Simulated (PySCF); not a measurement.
## Electron correlation in La⁺ (lanthanum, charge +1)

[Xe] 5d2, high-spin 3F determinant. All numbers are calculated (PySCF 2.14, scalar relativity through the core potential, in def2-TZVPPD with the def2 core potential (46 electrons) (6s5p3d2f1g, 59 functions)). Frozen: nothing; 10 electrons correlated.

| level | correlation energy (mhartree) |
| --- | --- |
| CCSD | -178.01 |
| (T) | -4.62 |
| CCSD(T) | -182.63 |

Diagnostics: T1 = 0.0068, D1 = 0.0135, largest double amplitude 0.019.

Spin-orbit coupling, absent here, splits the open shell strongly.

Cost of the coupled-cluster step: about 8 core-seconds, for 10 correlated electrons.

Iterations:

```
CC2 = 0
CCSD nocc = (np.int64(6), np.int64(4)), nmo = (59, 59)
frozen orbitals [[], []]
max_cycle = 100
direct = 0
conv_tol = 1e-08
conv_tol_normt = 1e-06
diis_space = 8
diis_start_cycle = 0
Init t2, MP2 energy = -0.163927074779468
Init E_corr(UCCSD) = -0.163927074779918
cycle = 1  E_corr(UCCSD) = -0.174391506253885  dE = -0.0104644315  norm(t1,t2) = 0.0363231
cycle = 2  E_corr(UCCSD) = -0.177163754971917  dE = -0.00277224872  norm(t1,t2) = 0.00951946
cycle = 3  E_corr(UCCSD) = -0.178010242368901  dE = -0.000846487397  norm(t1,t2) = 0.00312002
cycle = 4  E_corr(UCCSD) = -0.178020230377852  dE = -9.98800895e-06  norm(t1,t2) = 0.000399028
cycle = 5  E_corr(UCCSD) = -0.178008940131934  dE = 1.12902459e-05  norm(t1,t2) = 0.000121274
cycle = 6  E_corr(UCCSD) = -0.178010556272269  dE = -1.61614033e-06  norm(t1,t2) = 2.79488e-05
cycle = 7  E_corr(UCCSD) = -0.178010664553865  dE = -1.08281596e-07  norm(t1,t2) = 4.03948e-06
cycle = 8  E_corr(UCCSD) = -0.178010627117753  dE = 3.74361126e-08  norm(t1,t2) = 8.70857e-07
cycle = 9  E_corr(UCCSD) = -0.178010632345641  dE = -5.22788876e-09  norm(t1,t2) = 1.86001e-07
UCCSD converged
E(UCCSD) = -31.0951438574891  E_corr = -0.1780106323456413
UCCSD(T) correction = -0.00461762001871413
```

The basis has no tight functions for the innermost shells, so their pair energies are far from complete.
